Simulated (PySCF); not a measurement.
C3H3ClF2, singlet, geometry from GFN2-xTB; DF-CAMB3LYP/pcseg-0 in PySCF.

Input for PySCF:
```python
from pyscf import gto, scf, dft

mol = gto.M(
    atom='''
F     1.41212890   -1.18630215   -1.06252036
C     0.52827058   -0.71423158   -0.16196939
F     1.13173355   -0.65140063    1.03210657
C    -0.90980440   -1.08418446   -0.26711447
C    -0.45588052    0.32272180   -0.59419619
Cl   -0.86938144    1.63017992    0.49763455
H    -1.21821637   -1.72374931   -1.07948023
H    -1.43963787   -1.23667701    0.66073034
H    -0.43293729    0.64085788   -1.62763288
''',
    basis='pcseg-0',
    verbose=4,
    max_memory=1800,
)

mf = dft.RKS(mol)
mf.xc = 'camb3lyp'
mf = mf.density_fit(auxbasis='def2-universal-jkfit')
mf.kernel()
```

The log (banner, timings and long lists left out):

```
PySCF version 2.14.0

[INPUT] verbose = 4
[INPUT] num. atoms = 9
[INPUT] num. electrons = 56
[INPUT] charge = 0
[INPUT] spin (= nelec alpha-beta = 2S) = 0
[INPUT] symmetry False subgroup None
[INPUT] Mole.unit = angstrom
[INPUT] Symbol           X                Y                Z      unit          X                Y                Z       unit  Magmom
[INPUT]  1 F      1.412128900000  -1.186302150000  -1.062520360000 AA    2.668536873583  -2.241786164483  -2.007872482174 Bohr   0.0
[INPUT]  2 C      0.528270580000  -0.714231580000  -0.161969390000 AA    0.998286715865  -1.349702075715  -0.306077787663 Bohr   0.0
[INPUT]  3 F      1.131733550000  -0.651400630000   1.032106570000 AA    2.138666455482  -1.230968788069   1.950398748664 Bohr   0.0
[INPUT]  4 C     -0.909804400000  -1.084184460000  -0.267114470000 AA   -1.719281142924  -2.048811697909  -0.504773192208 Bohr   0.0
[INPUT]  5 C     -0.455880520000   0.322721800000  -0.594196190000 AA   -0.861489328324   0.609855816427  -1.122868063360 Bohr   0.0
[INPUT]  6 Cl    -0.869381440000   1.630179920000   0.497634550000 AA   -1.642892819380   3.080593582565   0.940393009621 Bohr   0.0
[INPUT]  7 H     -1.218216370000  -1.723749310000  -1.079480230000 AA   -2.302095299762  -3.257414103308  -2.039921991583 Bohr   0.0
[INPUT]  8 H     -1.439637870000  -1.236677010000   0.660730340000 AA   -2.720521292852  -2.336980853446   1.248599384791 Bohr   0.0
[INPUT]  9 H     -0.432937290000   0.640857880000  -1.627632880000 AA   -0.818132907211   1.211045877969  -3.075780374537 Bohr   0.0

nuclear repulsion = 299.731933018705
number of shells = 15
number of NR pGTOs = 111
number of NR cGTOs = 64
basis = pcseg-0
ecp = {}

******** <class 'pyscf.df.df_jk.DFRKS'> ********
method = DFRKS
initial guess = minao
damping factor = 0
level_shift factor = 0
DIIS = <class 'pyscf.scf.diis.CDIIS'>
diis_start_cycle = 1
diis_space = 8
diis_damp = 0
SCF conv_tol = 1e-09
SCF conv_tol_grad = None
SCF max_cycles = 50
direct_scf = False
XC library pyscf.dft.libxc version 7.1.2
    S. Lehtola, C. Steigemann, M. J. T. Oliveira, and M. A. L. Marques,  SoftwareX 7, 1–5 (2018)
XC functionals = camb3lyp
    T. Yanai, D. P. Tew, and N. C. Handy,  Chem. Phys. Lett. 393, 51 (2004)
radial grids:
    Treutler-Ahlrichs [JCP 102, 346 (1995); DOI:10.1063/1.469408] (M4) radial grids

becke partition: Becke, JCP 88, 2547 (1988); DOI:10.1063/1.454033
pruning grids: <function nwchem_prune>
grids dens level: 3
symmetrized grids: False
atomic radii adjust function: <function treutler_atomic_radii_adjust>
small_rho_cutoff = 0
Set gradient conv threshold to 3.16228e-05
Initial guess from minao.
tot grids = 119184
******** <class 'pyscf.df.df.DF'> ********
auxbasis = def2-universal-jkfit
Create RSH-DF object <pyscf.df.df.DF object> for omega=0.33
******** <class 'pyscf.df.df.DF'> ********
auxbasis = auxmol.basis = def2-universal-jkfit
init E= -775.402819752519
  HOMO = -0.27739131875531  LUMO = 0.00745239196758885  gap/eV = 7.75099
cycle= 1 E= -774.29871997551  delta_E=  1.1  |g|= 0.702  |ddm|= 3.43
  HOMO = -0.355890819506097  LUMO = 0.0155905157321228  gap/eV = 10.10852
cycle= 2 E= -774.269593344487  delta_E= 0.0291  |g|= 0.906  |ddm|=  2.1
  HOMO = -0.357166313441489  LUMO = 0.0533567214109558  gap/eV = 11.17090
cycle= 3 E= -774.415136866226  delta_E= -0.146  |g|= 0.0431  |ddm|= 0.956
  HOMO = -0.355665759919125  LUMO = 0.057348958547454  gap/eV = 11.23870
cycle= 4 E= -774.415495184124  delta_E= -0.000358  |g|= 0.0213  |ddm|= 0.0852
  HOMO = -0.356120318513908  LUMO = 0.0581450418063589  gap/eV = 11.27273
cycle= 5 E= -774.415588030015  delta_E= -9.28e-05  |g|= 0.00268  |ddm|= 0.0307
  HOMO = -0.356198916514226  LUMO = 0.0580283615081387  gap/eV = 11.27170
cycle= 6 E= -774.415589823906  delta_E= -1.79e-06  |g|= 0.00153  |ddm|= 0.00588
  HOMO = -0.356209004088945  LUMO = 0.0580042952628168  gap/eV = 11.27132
cycle= 7 E= -774.415590358728  delta_E= -5.35e-07  |g|= 0.000202  |ddm|= 0.00224
  HOMO = -0.356206476784513  LUMO = 0.0580124080324254  gap/eV = 11.27147
cycle= 8 E= -774.415590367372  delta_E= -8.64e-09  |g|= 0.000132  |ddm|= 0.000558
  HOMO = -0.356207787956693  LUMO = 0.0580106808162775  gap/eV = 11.27146
cycle= 9 E= -774.415590370641  delta_E= -3.27e-09  |g|= 1.12e-05  |ddm|= 0.000193
  HOMO = -0.356208954078959  LUMO = 0.0580096463311719  gap/eV = 11.27146
cycle= 10 E= -774.415590370686  delta_E= -4.5e-11  |g|= 4.36e-06  |ddm|= 3.71e-05
  HOMO = -0.356208174024895  LUMO = 0.0580107029613184  gap/eV = 11.27147
Extra cycle  E= -774.415590370689  delta_E= -3.41e-12  |g|= 4.23e-06  |ddm|= 1.25e-05
converged SCF energy = -774.415590370689
```
